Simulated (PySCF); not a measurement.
Computed structure and properties of HfH4

System: HfH4 (singlet); start: template (Td). Method: PySCF 2.14.0, RKS PBE0, Hf def2-SVP with ECP60, H def2-SVP; non-relativistic Hamiltonian with scalar-relativistic core potentials where named; density fitting; no spin-orbit coupling.

Input of the relaxation:

```python
mol = gto.M(atom='''
Hf     0.00000    -0.00000     0.00000
H      1.10850     1.10850     1.10850
H     -1.10850    -1.10850     1.10850
H      1.10850    -1.10850    -1.10850
H     -1.10850     1.10850    -1.10850''',
    basis={'Hf': 'def2-SVP', 'H': 'def2-SVP'},
    ecp={'Hf': 'def2-SVP'},
    charge=0, spin=0)
mf = dft.RKS(mol, xc='PBE0')
mf.grids.atom_grid = (50, 194)
mf = mf.density_fit()  # fitting sets: Hf def2-universal-JKFIT, H def2-universal-JKFIT
mf.conv_tol = 1e-08; mf.max_cycle = 55
mf.kernel(dm0)  # dm0: converged density of the start geometry
# quasi-Newton relaxation in Cartesian coordinates to a largest gradient under 0.00045 Eh/bohr, steps kept in the point group
```

Run from Python with OMP_NUM_THREADS=2; the lines above give its settings. Where DIIS fails, smearing, a level shift and second-order steps follow.
It took 2.8 s on 2 threads of Arm Neoverse V1, with other jobs on the host, from the converged density of the start.

Course of the relaxation:

```
step  energy above end (eV)  largest force component within the symmetry (eV/Å)
   0                 0.1273                                               0.465
   1                 0.0379                                               0.264
   2                 0.0004                                               0.029
   3                 0.0000                                               0.002
```

Relaxed geometry (Td):

```xyz
5

Hf    0.0000    0.0000    0.0000
H     1.0649    1.0649    1.0649
H    -1.0649   -1.0649    1.0649
H     1.0649   -1.0649   -1.0649
H    -1.0649    1.0649   -1.0649
```

```csv
contact,Å
Hf1–H2 (H),1.844
Hf1–H3 (H),1.844
Hf1–H4 (H),1.844
Hf1–H5 (H),1.844
```

On the finer grid (75, 302):

The HOMO is -8.39 eV and the LUMO is -2.05 eV. The dipole about the centre of mass is 0.00 D and the set of Mulliken populations of Hf1 outside the core potential is s 2.86, p 6.21, d 1.74, f 0.03. The D3(BJ) dispersion energy (not in the energies) is -0.042 eV.

```tsv
atom	Mulliken (e)	Löwdin (e)	spin (e)
Hf1	1.17	0.72	0.00
H2	-0.29	-0.18	0.00
H3	-0.29	-0.18	0.00
H4	-0.29	-0.18	0.00
H5	-0.29	-0.18	0.00
```

On the grid (50, 194), as all that follows. Harmonic modes: a minimum; lowest 575 cm⁻¹ (negative: unstable), highest 1801 cm⁻¹, zero-point energy 0.629 eV.

Taking off one H (charge -1, singlet; the rest: singlet) in vacuum, both parts rigid, costs 11.20 eV; the small basis without counterpoise inflates it. Most of it is the attraction of opposite charges; other ways to part are cheaper, and one spin state was tried for the rest.

Rigid scan of H along the line from its metal:

(distance to H2 (Å), energy (eV)): (1.54, 0.741), (1.64, 0.289), (1.74, 0.063), (1.84, 0.000), (1.94, 0.051), (2.04, 0.180), (2.24, 0.581), (2.54, 1.319), (2.94, 2.271), (3.44, 3.239)

One start shape was tried, so this needn't be the lowest isomer.
